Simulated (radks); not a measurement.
The numbers below are computed, except where a source is named.
Problem. Ionisation of neutral tantalum, [Xe] 4f14 5d3 6s2, to Ta+, [Xe] 4f14 5d3 6s1, under several functionals. Dirac Kohn-Sham, spin-unpolarised, spherical densities, point nucleus; open shells fill j = l - 1/2 first; a radial shooting solver on a logarithmic mesh with Libxc functionals. Known Delta-SCF values: HCTH/407 8.348 eV; BLYP 8.300 eV. What does revPBE give, and what is its highest occupied eigenvalue?

Solution. 8.295 eV by Delta-SCF; the 5d3/2 eigenvalue is -3.688 eV. NIST: 7.550 eV (measured).

Beside tabulated values, note that spin-unpolarised runs miss the spin-polarisation part of the exchange energy of open shells.
